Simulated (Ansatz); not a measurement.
Swapping OH for Br on Sn: the HOMO–LUMO gap

Gas-phase molecules. On one Sn centre, n of the OH ligands are replaced by Br. The HOMO–LUMO gap y in eV at wB97M-V/def2-TZVPP. Shapes: PBE0-D4/def2-TZVP. Flexible molecules stand in one conformer, not always the lowest. Programs: Ansatz 0.2.0.

```
  molecule  n  y (eV)
   Sn(OH)4  0   11.85
 Sn(OH)3Br  1       ?
Sn(OH)2Br2  2   10.39
     SnBr4  4    9.60
```

Question: Fit y = c + s·n to the known rows and predict Sn(OH)3Br.

Answer: 
1. Means of the 3 rows: n = 2.00000, y = 10.613.
2. Σ(Δn)² = 8, Σ(Δn·Δy) = -4.5, so the slope is -4.5/8 = -0.5625.
3. Intercept: 10.613 − (-0.5625) × 2.00000 = 11.738. The largest residual of the fit is 0.22.
4. Sn(OH)3Br: 11.738 + (-0.5625) × 1 = 11.18 eV.

The run gave 11.00 eV, so the prediction is off by +0.18 eV, within the largest residual. The step per swap drifts from -0.85 to -0.40 eV. Other levels give for Sn(OH)3Br: r2SCAN-D4/def2-TZVPP 5.00; PBE0-D4/def2-TZVPP 6.76; wB97X-V/def2-TZVPP 11.29 eV. Orbital gaps aren't excitation energies, and the LUMO depends on the basis. For atoms past krypton def2 sets carry core potentials with scalar relativity. Relativity is left out for Br.
